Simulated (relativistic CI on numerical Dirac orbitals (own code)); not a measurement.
**Slater and spin-orbit integrals, Bi LXXXII**

Method of calculation: Dirac-Coulomb-Breit CI, KLI orbitals optimised for each configuration, model QED, unscaled Slater integrals (own radial code, finite nucleus).

Slater integrals F^k, G^k are unscaled and averaged over j, outside the closed core (none); ζ comes from projecting the Hamiltonian with its Breit term on Σ l·s of the shell.

- 1s2s: G^0(1s,2s) = 596760 cm⁻¹; <r>(1s) = 0.01565, <r^2>(1s) = 0.0003393, <r>(2s) = 0.06241, <r^2>(2s) = 0.004657 (bohr units).
- 1s2p: G^1(1s,2p) = 864650, ζ(2p) = 1.439e+07 cm⁻¹; <r>(1s) = 0.01564, <r^2>(1s) = 0.0003393, <r>(2p) = 0.05589, <r^2>(2p) = 0.003825 (bohr units).
- 1s3s: G^0(1s,3s) = 153620 cm⁻¹; <r>(1s) = 0.01563, <r^2>(1s) = 0.0003388, <r>(3s) = 0.1462, <r^2>(3s) = 0.02455 (bohr units).

Averages of the first 10 configurations, taken without configuration mixing, which lowers the lowest level and can move excited configurations by several eV; other configurations of the list can lie among them:

```
Configuration  Parity  States  Average energy above the lowest level (eV)
          1s²    even       1                                         0.8
         1s2s    even       4                                     76045.5
         1s2p     odd      12                                     77931.9
         1s3s    even       4                                     90932.7
         1s3p     odd      12                                     91491.6
         1s3d    even      20                                     91892.7
         1s4s    even       4                                     96014.6
         1s4p     odd      12                                     96247.6
         1s4d    even      20                                     96416.3
         1s4f     odd      28                                     96478.1
```
